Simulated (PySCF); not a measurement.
Computed properties of C₄H₈FInO, SMILES C=[CH][In]([F])[O]CC

In(F)(vinyl)(OEt) (C4H8FInO), SMILES CC[O][In]([F])[CH]=C. The structure is a stationary point at B3LYP-D3(BJ)/def2-SVP. The def2 effective core potentials stand for the cores of In; spin–orbit coupling is left out. The values are those of a single conformer. All values are computed for the isolated molecule unless a solvent is named; none is compared with measurement here.

**Structure.** All 39 harmonic modes at B3LYP-D3(BJ)/def2-SVP (PySCF) are real, so it is a minimum. With heavy atoms numbered as in [In:1]([F:2])([CH:3]=[CH2:4])[O:8][CH2:9][CH3:10], the shortest bond between them is C3–C4 at 1.338 Å and the longest In1–C3 at 2.129 Å.

**Vibrations.** The strongest infrared lines (harmonic, unscaled, degenerate partners summed) lie at 1135 cm⁻¹ (167 km/mol, C 47 %, H 27 %, O 25 %), 2972 cm⁻¹ (99 km/mol, H 94 %), 1092 cm⁻¹ (81 km/mol, C 58 %, H 29 %, O 13 %). The softest mode is at 38 cm⁻¹ and the zero-point energy is 70.7 kcal/mol.

**Electronic structure.** M06-2X/def2-TZVP (PySCF) places the frontier levels at -9.06 and -1.03 eV, a gap of 8.03 eV, and gives a dipole moment of 2.87 D.

**Excitations.** TDA-B3LYP/def2-SVPD (PySCF) has S1 at 4.50 eV (275 nm, f = 0.008, weak); the most intense of the 6 singlets computed lies at 5.36 eV (f = 0.17). T1 (TDA) is at 4.14 eV, 0.36 eV under S1. No vertical singlet excitation falls in the visible range (under 3.1 eV).
